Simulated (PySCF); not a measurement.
Simulated absorption spectrum

Compound: C2H7BGeO3.
Bonds: C1–C2 (double), C2–O3, O3–Ge4, C2–B5, B5–O6, B5–O7. Hydrogens: H8, H9 on C1; H10, H11, H12 on Ge4; H13 on O6; H14 on O7.

Theory: TDDFT wB97X-D/def2-SVPD, vertical, gas phase, core orbitals frozen in the response in PySCF 2.14.0, density-fitted response routines. The structure is a single PBE0-D3(BJ)/def2-SVP conformer in the gas phase; no vibrational or solvent corrections. Relativistic effects, spin–orbit coupling among them, are left out although an element past zinc is present. Torsions of this conformer, `[CH2:1]=[C:2]([O:3][GeH3:4])[B:5]([OH:6])[OH:7]`: C1–C2–O3–Ge4 180°, C1–C2–B5–O6 2°, H–O6–B5–C2 1°, H–O7–B5–C2 180°.

Computed states:

```
state  E (eV)       f
   S1    5.71   0.280
   S2    6.00   0.011
   S3    6.41  0.0001
   S4    6.63   0.014
   S5    7.03  0.0097
   S6    7.47   0.015
   S7    7.48   0.025
   S8    7.99   0.087
   S9    8.05  0.0030
  S10    8.08   0.052
```

Broadening: Gaussians 0.25 eV wide at half height, area fixed by f = 4.319×10⁻⁹ ∫ε dν̃. The cross-section is σ = 3.8235×10⁻²¹ ε cm², given in Mb (10⁻¹⁸ cm²). The width is an assumption, not a result. The curve ends short of the highest state used, and states not computed would add to its high-energy end.

Question: Give the broadened spectrum and its maxima.

Answer: 
λ (nm), σ (Mb) and a bar:
```
    165.8      16.35 ####
    167.7      12.08 ###
    169.6       5.00 #
    171.5       1.85 
    173.4       2.36 #
    175.3       3.77 #
    177.2       3.79 #
    179.1       2.46 #
    181.0       1.64 
    182.9       2.55 #
    184.8       4.64 #
    186.7       5.90 #
    188.6       5.04 #
    190.6       2.85 #
    192.5       1.17 
    194.4       0.38 
    196.3       0.15 
    198.2       0.28 
    200.1       0.82 
    202.0       1.96 
    203.9       3.60 #
    205.8       5.73 #
    207.7       9.91 ###
    209.6      20.52 #####
    211.5      42.34 ###########
    213.4      73.96 ###################
    215.3     103.62 ###########################
    217.2     115.74 ##############################
    219.1     103.79 ###########################
    221.0      75.49 ####################
    222.9      44.99 ############
    224.9      21.28 #####
    226.8       8.69 ##
    228.7       3.00 #
    230.6       0.88 
    232.5       0.22
```

Maxima: 217 nm (5.71 eV), ε about 30000, made up of S1 (100%); 187 nm (6.63 eV), ε about 1500, made up of S4 (100%); 176 nm (7.03 eV), ε about 1100, made up of S5 (100%); 166 nm (7.48 eV), ε about 4300, made up of S6 (38%) and S7 (62%) (ε in L mol⁻¹ cm⁻¹; maxima over ε = 5, shares over 10%).

Question: On this curve, what absorbance would a 10⁻⁴ mol/L sample give at 222 nm over a 1 cm path?

Answer: 222 nm is 5.585 eV, where ε is about 15000 L mol⁻¹ cm⁻¹, so A = ε c l ≈ 1.5 (Beer–Lambert, with the gas-phase spectrum and the assumed width).

Question: What would ε be at 5.71 eV, the highest of these maxima, with half the width (0.125 eV)?

Answer: About 60500 L mol⁻¹ cm⁻¹ against 30300, a factor of about 2.00; a lone state at its own centre would give exactly 2.

The vertical ionisation energy (ΔSCF) is 8.64 eV, 0.57 eV above S10.

Hardware: Intel Xeon at 2.50 GHz, one thread, no GPU, shared host with 64 logical CPUs at a one-minute load of 62. Cost: 4.2 min of wall time, 1.0 GiB resident at most.
